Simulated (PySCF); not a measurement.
C3H8O2Si, SMILES OC[SiH]1COC1.

The structure is a stationary point at PBE-D3(BJ)/def2-SVP. The structure was generated by enumeration, and PubChem lists no compound with its InChIKey, so it may never have been made. One conformer was computed; it need not be the lowest.

All values below come from PBE-D3(BJ)/def2-SVP (PySCF).

Frequencies are harmonic and unscaled.

Computed normal modes with their intensities:
```json
[
 {"mode": "1", "ν (cm⁻¹)": "57", "IR (km/mol)": "2.2", "moving atoms (share of kinetic energy)": "O 64 %, Si 18 %, H 10 %, C 9 %"},
 {"mode": "2", "ν (cm⁻¹)": "82", "IR (km/mol)": "6.0", "moving atoms (share of kinetic energy)": "O 37 %, C 25 %, H 24 %, Si 14 %"},
 {"mode": "3", "ν (cm⁻¹)": "129", "IR (km/mol)": "3.2", "moving atoms (share of kinetic energy)": "C 35 %, H 35 %, O 24 %"},
 {"mode": "4", "ν (cm⁻¹)": "205", "IR (km/mol)": "6.6", "moving atoms (share of kinetic energy)": "H 51 %, C 32 %, Si 11 %"},
 {"mode": "5", "ν (cm⁻¹)": "270", "IR (km/mol)": "3.6", "moving atoms (share of kinetic energy)": "O 35 %, C 26 %, H 25 %, Si 13 %"},
 {"mode": "6", "ν (cm⁻¹)": "341", "IR (km/mol)": "154.5", "moving atoms (share of kinetic energy)": "H 83 %, O 10 %"},
 {"mode": "7", "ν (cm⁻¹)": "491", "IR (km/mol)": "11.8", "moving atoms (share of kinetic energy)": "Si 39 %, C 23 %, H 21 %, O 18 %"},
 {"mode": "8", "ν (cm⁻¹)": "572", "IR (km/mol)": "7.1", "moving atoms (share of kinetic energy)": "H 60 %, C 34 %"},
 {"mode": "9", "ν (cm⁻¹)": "580", "IR (km/mol)": "6.0", "moving atoms (share of kinetic energy)": "H 70 %, C 22 %"},
 {"mode": "10", "ν (cm⁻¹)": "646", "IR (km/mol)": "3.1", "moving atoms (share of kinetic energy)": "H 42 %, C 42 %, Si 14 %"},
 {"mode": "11", "ν (cm⁻¹)": "727", "IR (km/mol)": "15.8", "moving atoms (share of kinetic energy)": "H 51 %, C 32 %, Si 16 %"},
 {"mode": "12", "ν (cm⁻¹)": "746", "IR (km/mol)": "11.4", "moving atoms (share of kinetic energy)": "H 41 %, C 37 %, O 13 %, Si 9 %"},
 {"mode": "13", "ν (cm⁻¹)": "751", "IR (km/mol)": "39.7", "moving atoms (share of kinetic energy)": "H 67 %, C 18 %, Si 13 %"},
 {"mode": "14", "ν (cm⁻¹)": "814", "IR (km/mol)": "18.2", "moving atoms (share of kinetic energy)": "H 57 %, C 26 %, Si 9 %"},
 {"mode": "15", "ν (cm⁻¹)": "850", "IR (km/mol)": "90.5", "moving atoms (share of kinetic energy)": "H 67 %, C 16 %, Si 14 %"},
 {"mode": "16", "ν (cm⁻¹)": "908", "IR (km/mol)": "34.3", "moving atoms (share of kinetic energy)": "C 55 %, O 27 %, H 12 %"},
 {"mode": "17", "ν (cm⁻¹)": "1005", "IR (km/mol)": "99.3", "moving atoms (share of kinetic energy)": "C 52 %, O 43 %"},
 {"mode": "18", "ν (cm⁻¹)": "1021", "IR (km/mol)": "89.9", "moving atoms (share of kinetic energy)": "O 47 %, C 42 %, H 11 %"},
 {"mode": "19", "ν (cm⁻¹)": "1114", "IR (km/mol)": "36.6", "moving atoms (share of kinetic energy)": "H 93 %"},
 {"mode": "20", "ν (cm⁻¹)": "1127", "IR (km/mol)": "0.8", "moving atoms (share of kinetic energy)": "H 91 %, C 9 %"},
 {"mode": "21", "ν (cm⁻¹)": "1141", "IR (km/mol)": "5.9", "moving atoms (share of kinetic energy)": "H 84 %, O 9 %"},
 {"mode": "22", "ν (cm⁻¹)": "1172", "IR (km/mol)": "1.2", "moving atoms (share of kinetic energy)": "H 72 %, C 18 %, O 10 %"},
 {"mode": "23", "ν (cm⁻¹)": "1204", "IR (km/mol)": "0.2", "moving atoms (share of kinetic energy)": "H 68 %, C 28 %"},
 {"mode": "24", "ν (cm⁻¹)": "1234", "IR (km/mol)": "1.2", "moving atoms (share of kinetic energy)": "H 76 %, C 22 %"},
 {"mode": "25", "ν (cm⁻¹)": "1330", "IR (km/mol)": "37.1", "moving atoms (share of kinetic energy)": "H 82 %, C 10 %"},
 {"mode": "26", "ν (cm⁻¹)": "1394", "IR (km/mol)": "1.6", "moving atoms (share of kinetic energy)": "H 94 %"},
 {"mode": "27", "ν (cm⁻¹)": "1401", "IR (km/mol)": "3.7", "moving atoms (share of kinetic energy)": "H 94 %"},
 {"mode": "28", "ν (cm⁻¹)": "1422", "IR (km/mol)": "1.5", "moving atoms (share of kinetic energy)": "H 92 %"},
 {"mode": "29", "ν (cm⁻¹)": "2112", "IR (km/mol)": "155.8", "moving atoms (share of kinetic energy)": "H 97 %"},
 {"mode": "30", "ν (cm⁻¹)": "2903", "IR (km/mol)": "42.3", "moving atoms (share of kinetic energy)": "H 94 %"},
 {"mode": "31", "ν (cm⁻¹)": "2914", "IR (km/mol)": "66.5", "moving atoms (share of kinetic energy)": "H 94 %"},
 {"mode": "32", "ν (cm⁻¹)": "2926", "IR (km/mol)": "45.7", "moving atoms (share of kinetic energy)": "H 94 %"},
 {"mode": "33", "ν (cm⁻¹)": "3008", "IR (km/mol)": "21.9", "moving atoms (share of kinetic energy)": "H 91 %, C 9 %"},
 {"mode": "34", "ν (cm⁻¹)": "3015", "IR (km/mol)": "15.6", "moving atoms (share of kinetic energy)": "H 91 %, C 9 %"},
 {"mode": "35", "ν (cm⁻¹)": "3019", "IR (km/mol)": "9.7", "moving atoms (share of kinetic energy)": "H 92 %, C 8 %"},
 {"mode": "36", "ν (cm⁻¹)": "3695", "IR (km/mol)": "25.6", "moving atoms (share of kinetic energy)": "H 94 %"}
]
```
